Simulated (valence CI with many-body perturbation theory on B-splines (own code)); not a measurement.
K XV in three bases

Computed by relativistic CI+MBPT: three valence electrons over a frozen Dirac-Fock core [He], radial functions for each j: 9 s, 9 p, 8 d, 6 f, 3 g, 1 h, with the one-electron correlation potential Σ1, the two-electron term Σ2, the three-electron term Σ3, Breit, model QED; selected CI, second order for the rest, scaled by the run's own slope (own B-spline code, finite nucleus).

No measured spectrum was set against this ion. As an estimate, levels of excited configurations hold to 0.05 to 0.15 % of their energy, terms of the ground configuration to about 0.5 %.

The reference run has the lowest level 2s²2p ²P°_1/2 and an ionisation energy of 860.933 eV. Its largest variational space holds 10875 state functions.

Changed runs:
A. basis 6 s, 6 p, 5 d, 3 f, 1 g
B. basis 5 s, 5 p, 4 d, 2 f

Excitation energies of the reference run in cm⁻¹, and shifts in cm⁻¹:

| Level | Reference | A | B |
| --- | --- | --- | --- |
| 2s²2p ²P°_3/2 | 29008 | -1.1 | -2.9 |
| 2s2p² ⁴P_1/2 | 248005 | -134 | -396 |
| 2s2p² ⁴P_3/2 | 259236 | -137 | -402 |
| 2s2p² ⁴P_5/2 | 273850 | -133 | -397 |
| 2s2p² ²D_3/2 | 444095 | +129 | +384 |
| 2s2p² ²D_5/2 | 445721 | +128 | +379 |
| 2s2p² ²S_1/2 | 553210 | +218 | +640 |
| 2s2p² ²P_1/2 | 588620 | +178 | +556 |
| 2s2p² ²P_3/2 | 599405 | +156 | +505 |
| 2p³ ⁴S°_3/2 | 775036 | -111 | -344 |
| 2p³ ²D°_3/2 | 874478 | +128 | +355 |
| 2p³ ²D°_5/2 | 877589 | +129 | +350 |
| Ionisation energy (eV) | 860.933 | -0.017 | -0.055 |
